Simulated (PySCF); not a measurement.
B2O2, SMILES B(=O)B=O. Atoms are numbered in the order given.

```xyz
4

O      0.0000     0.0000    -2.0168
B      0.0000     0.0000    -0.8202
B      0.0000     0.0000     0.8202
O      0.0000     0.0000     2.0168
```

Geometry optimised at PBE0-D3(BJ)/def2-TZVP. One conformer was computed; it need not be the lowest.

Method: PySCF with TDA-M06-2X/def2-SVPD.

Vertical excitations; the highest root listed may be one member of a degenerate set. The molecule is in vacuum. State labels are in the subgroup D2h.

| state | symmetry | energy (eV) | λ (nm) | f | main pairs |
|---|---|---|---|---|---|
| S1 | Au | 6.56 | 189 | 0.000 | HOMO−1→LUMO 47 %, HOMO→LUMO+1 47 % |
| S2 | Au | 6.91 | 179 | 0.000 | HOMO→LUMO+1, HOMO−1→LUMO (degenerate set) |
| S3 | B1u | 6.91 | 179 | 0.000 | HOMO→LUMO, HOMO−1→LUMO+1 (degenerate set) |
| S4 | B1g | 7.04 | 176 | 0.000 | HOMO−2→LUMO 46 %, HOMO−3→LUMO+1 46 % |
| S5 | B1g | 7.46 | 166 | 0.000 | HOMO−3→LUMO+1, HOMO−2→LUMO (degenerate set) |
| S6 | Ag | 7.46 | 166 | 0.000 | HOMO−3→LUMO, HOMO−2→LUMO+1 (degenerate set) |
| S7 | B3u | 8.69 | 143 | 0.001 | HOMO−4→LUMO+1 (degenerate set) |
| S8 | B2u | 8.69 | 143 | 0.001 | HOMO−4→LUMO (degenerate set) |
| S9 | B3g | 9.20 | 135 | 0.000 | HOMO−5→LUMO (degenerate set) |
| S10 | B2g | 9.20 | 135 | 0.000 | HOMO−5→LUMO+1 (degenerate set) |
| T1 | B1u | 5.79 | 214 | 0 | HOMO→LUMO 45 %, HOMO−1→LUMO+1 45 % |
| T2 | Ag | 6.26 | 198 | 0 | HOMO−3→LUMO 43 %, HOMO−2→LUMO+1 43 % |
| T3 | Au | 6.38 | 194 | 0 | HOMO−1→LUMO, HOMO→LUMO+1 (degenerate set) |
| T4 | B1u | 6.38 | 194 | 0 | HOMO−1→LUMO+1, HOMO→LUMO (degenerate set) |
Triplets are in the Tamm–Dancoff approximation.
